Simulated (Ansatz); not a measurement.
The first iterations of a band of GeH4O + H3P (10 atoms, charge 0, multiplicity 1).

The calculation used RKS r2SCANh-D4/def2-SVP in Ansatz.

```yaml
movable_images: 7
climbing_image: yes
spring: 0.1 eV/Å²
optimiser: quadratic models (default)
start_path: through a guess of the saddle point
force_threshold: 0.05 eV/Å
iteration_limit: 60
end_points: relaxed
```

Image 0:

```xyz
10
Properties=species:S:1:pos:R:3
Ge -0.173 -0.458 -0.172
H -0.331 -0.575 1.353
O 1.556 -0.461 -0.618
H 2.023 -1.237 -0.290
H -0.690 0.882 -0.688
H -0.887 -1.633 -0.860
P 2.169 2.659 1.515
H 2.278 1.504 0.685
H 1.418 3.380 0.540
H 0.995 2.175 2.167
```

Image 8:

```xyz
10
Properties=species:S:1:pos:R:3
Ge 0.355 0.387 -0.662
H -0.121 0.042 3.478
O 1.657 -0.480 -1.519
H 2.263 -0.921 -0.915
H -0.517 0.936 -1.791
H -0.432 -0.586 0.235
P 1.125 2.145 0.649
H 2.123 1.352 1.292
H 2.020 2.605 -0.362
H -0.113 0.758 3.228
```

| iteration | highest image above the first end (eV) | largest band force component (eV/Å) |
| --- | --- | --- |
| 1 | 6.811 | 23.195 |
| 2 | 3.685 | 7.373 |
| 3 | 3.279 | 3.763 |
| 4 | 3.071 | 1.963 |
| 5 | 3.041 | 0.905 |
| 6 | 2.968 | 0.510 |
| 7 | 2.901 | 1.143 |
| 8 | 2.881 | 0.536 |
| 9 | 3.089 | 0.676 |
| 10 | 3.021 | 2.138 |
| 11 | 2.986 | 0.288 |
| 12 | 2.889 | 0.396 |
| 13 | 2.856 | 0.362 |
| 14 | 2.830 | 0.253 |

Q: Does the band converge within its limit, and where does its top end?

A: The run converged. It ended after 42 iterations with the highest image 2.703 eV above the first end. Neighbouring images differ by up to 2.6 eV, so the band resolves the path poorly. Another band between the same ends (7 images) ends at a top of the same energy, where a vibrational analysis finds 1 clearly imaginary mode. The orbitals stay closed-shell, which can raise the energy where a bond breaks towards radicals; this wasn't checked here.

The run took 7.4 min on 4 threads of AMD EPYC 7B13 (Zen 3), on a shared host, peak memory 0.27 GiB.
